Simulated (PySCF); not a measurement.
**Spinor energies of Te²¹⁺ (tellurium, charge +21)**

Start: [Ar] 3d10 4s2 4p1; 4p1/2 filled at m_j = +1/2. Calculated with PySCF 2.14 in an even-tempered Gaussian basis (17 s from 1.4 bohr⁻², ratio 2.8; 13 p from 1.8 bohr⁻², ratio 2.8; 8 d from 3.2 bohr⁻², ratio 2.8; 4 f from 8.9 bohr⁻², ratio 3): generalised Hartree-Fock with the X2C-1e Hamiltonian and a Gaussian nucleus; one run each with spin-orbit coupling (SO) switched off, then screened by Boettger's factors.

```tsv
spinor shell	electrons	ε, spin-free (eV)	ε, screened SO (eV)	weight of nominal j (screened SO)	rms radius, screened SO (bohr)
1s1/2	2	-32595.5	-32591.9	1.000	0.0318
2s1/2	2	-5610.7	-5609.2	1.000	0.130
2p1/2	2	-5093.4	-5284.8	1.000	0.112
2p3/2	4	-5093.4	-5006.0	1.000	0.117
3s1/2	2	-1614.8	-1614.0	1.000	0.338
3p1/2	2	-1441.2	-1479.3	1.000	0.331
3p3/2	4	-1441.2	-1423.0	1.000	0.342
3d3/2	4	-1185.1	-1191.5	1.000	0.313
3d5/2	6	-1185.1	-1179.8	1.000	0.316
4s1/2	2	-675.77	-675.44	0.999	0.737
4p1/2	1	-621.58	-631.47	1.000	0.753
```

```tsv
quantity	spin-free	screened SO
E (hartree)	-6598.33823	-6600.55207
M_J	1/2	1/2
⟨J²⟩	1.092	0.753
⟨L²⟩	2.010	2.021
⟨S²⟩	0.753	0.765
```

Each row is a mean over spinors that exchange with the open shell spreads, by up to 3.727 eV (3p1/2).

Breit and QED terms are absent; they matter most for the inner s and p1/2 levels.

Densities and radii are taken from the X2C orbitals without a picture-change correction, which distorts them close to the nucleus.

Without spin-orbit coupling the j labels of p, d and f shells carry no meaning; the spin-free column gives the mean over the occupied spinors of each nl shell, and its ⟨J²⟩ belongs to a mixture of degenerate components.
